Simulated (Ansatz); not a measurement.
The cluster Ge₂Te₃, relaxed as a singlet with RKS B3LYP-D4/def2-SVP in Ansatz, starting from the GFN2-xTB geometry. Force threshold 0.02 eV/Å.

In the def2 sets Te takes a core potential; there is no spin–orbit coupling. Another isomer (singlet) lies 0.42 eV lower at PBE0-D4/def2-TZVP; other spin states weren't run for this one.

Start:

```xyz
5

Ge    1.0716    0.5555   -1.1813
Ge   -2.0513    0.5234    2.1211
Te    1.9747   -1.3084    0.3034
Te    0.1066   -1.7322   -1.7188
Te   -1.1017    1.9616    0.4756
```

```tsv
step	energy (eV)	largest force component (eV/Å)	SCF passes
1	-134914.5158	1.004	18
2	-134914.5618	0.838	23
3	-134914.6570	0.177	24
4	-134914.7130	0.281	27
5	-134914.7957	0.328	24
6	-134914.9175	0.367	24
7	-134915.0941	0.550	26
8	-134915.3093	0.428	26
9	-134915.5204	0.443	27
10	-134915.5569	0.182	25
11	-134915.5738	0.073	23
12	-134915.5754	0.053	24
13	-134915.5757	0.010	17
14	-134915.5759	0.016	17
```

Force components are those of the run's own axes.

End:

```xyz
5

Ge    0.9787    0.8698   -1.1494
Ge   -1.0945   -0.0859    1.7074
Te    1.3394   -1.1755    0.7651
Te   -0.0784   -1.6222   -1.5789
Te   -1.1453    2.0137    0.2558
```

Bonds formed: Ge2–Te3 (atoms count from 1).

The force fell under the threshold at step 13, but the optimiser went on. No frequencies were taken in this run, so the end may be a saddle point.

Run time 61 s (4 threads of Arm Neoverse V1 on a shared host).
